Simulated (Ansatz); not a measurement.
Isolated molecules relaxed with PBE0-D4/def2-TZVP in Ansatz; ΔE leaves out vibrations. CCSD(T)/CBS is the MP2 limit (def2-TZVPP, def2-QZVPP) plus CCSD(T) − MP2 in def2-TZVPP, frozen cores. This one scheme is used for every species. DFT in def2-TZVPP. B3LYP here is the variant with VWN-RPA as its local correlation; programs differ in this. HSE06 is defined as in plane-wave codes. For Ga outer-core shells are correlated without core-valence functions, which leaves a few kJ/mol of doubt a bond. Scalar relativity is left out up to krypton. Each species was taken in one conformer, which may not be the lowest.

Reaction (formal exchange of groups at a Ga–N bond): `O/C=[N]/[GaH2]` + `[OH][GaH2]` → `[OH][GaH][GaH2]` + `N=CO`

```csv
level,ΔE (kJ/mol),difference from CCSD(T)/CBS
LDA (SPW92),0.6,4.1
PBE-D4,-8.6,-5.1
revPBE-D4,-6.3,-2.8
BLYP-D4,-2.2,1.3
r2SCAN-D4,0.2,3.7
B97M-V,5.3,8.8
PBE0-D4,-9.4,-5.9
B3LYP-D4,-3.8,-0.3
r2SCANh-D4,-1.2,2.3
r2SCAN0-D4,-3.0,0.5
HSE06-D4,-9.4,-5.9
CAM-B3LYP-D4,1.9,5.4
ωB97X-V,-0.3,3.2
ωB97M-V,-3.5,0.0
B2PLYP,1.3,4.8
PBE-QIDH,-1.4,2.1
PBE,-9.4,-5.9
revPBE,-11.4,-7.9
BLYP,-4.6,-1.1
r2SCAN,-0.1,3.4
PBE0,-10.0,-6.5
r2SCANh,-1.5,2.0
r2SCAN0,-3.3,0.2
HSE06,-9.9,-6.4
CAM-B3LYP,1.4,4.9
LC-ωPBE,-0.6,2.9
RPA@PBE/def2-TZVPP,-0.7,2.8
HF/def2-SVP,7.7,11.2
CCSD/def2-SVP,8.1,11.6
CCSD(T)/def2-SVP,10.1,13.6
HF/def2-TZVPP,-0.2,3.3
MP2/def2-TZVPP,8.2,11.7
SCS-MP2/def2-TZVPP,7.0,10.5
CCSD/def2-TZVPP,-2.0,1.5
CCSD(T)/def2-TZVPP,0.0,3.5
HF/def2-QZVPP,1.1,4.6
MP2/def2-QZVPP,6.7,10.2
SCS-MP2/def2-QZVPP,6.1,9.6
HF/CBS(def2),1.2,4.7
MP2/CBS(def2),4.7,8.2
CCSD(T)/CBS,-3.5,0
```

Largest T1 diagnostic among the species: 0.016.

At CCSD(T), def2-SVP lies +13.6 kJ/mol from the extrapolated value and def2-TZVPP +3.5 kJ/mol. From r2SCAN to r2SCAN0 (25 % exact exchange), in def2-TZVPP and without D4, ΔE moves by −3.2 kJ/mol.
